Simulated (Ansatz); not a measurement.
Input for Ansatz (an electronic-structure program): R-PBE/def2-TZVPP on C2H8Si (SMILES CC[SiH3]), a point of a torsion scan.

Ansatz 0.2 input:
```yaml
crystal:
  periodic: [false, false, false]
  atoms:
    - {symbol: C, position_ang: [-1.28556333, 0.57809280, -0.15585286]}
    - {symbol: C, position_ang: [-0.34590983, -0.61130304, 0.02988117]}
    - {symbol: Si, position_ang: [-1.14010284, -2.27371220, -0.44336945]}
    - {symbol: H, position_ang: [-1.97840984, 0.65169560, 0.67972878]}
    - {symbol: H, position_ang: [-0.72364897, 1.51164389, -0.19109782]}
    - {symbol: H, position_ang: [-1.85578597, 0.49441720, -1.07768381]}
    - {symbol: H, position_ang: [0.53783351, -0.46350256, -0.59572590]}
    - {symbol: H, position_ang: [0.01236401, -0.63014297, 1.05996147]}
    - {symbol: H, position_ang: [-2.34291462, -2.49947384, 0.36130703]}
    - {symbol: H, position_ang: [-1.50635542, -2.24006690, -1.86156730]}
    - {symbol: H, position_ang: [-0.17771012, -3.35152205, -0.20620706]}
basis:
  gaussian:
    orbitals: def2-TZVPP
hamiltonian:
  xc: {name: PBE}
scf: {lower_state_search: off}
```

Task: What total energy does the run end on?

Result: -370.2728 hartree.
